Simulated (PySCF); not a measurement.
Computed with ωB97X-D3(BJ)/def2-TZVP // PBE0-D3(BJ)/def2-TZVP run with PySCF. All species are isolated molecules in the gas phase. 

Reference species (SMILES): `[Cl][AlH2]` (neutral, multiplicity 1).

```
Property          Result
-------------  ---------
HOMO–LUMO gap   11.31 eV
HOMO           -11.07 eV
```

Changed species: `[AlH3]` (0 of 3 H replaced by Cl; the reference has 1 of 3 H replaced by Cl).

Q: Predict the effect on the HOMO–LUMO gap and HOMO.

A: the HOMO–LUMO gap falls by 0.07 eV, to 11.24 eV; the HOMO falls by 0.07 eV, to -11.14 eV.
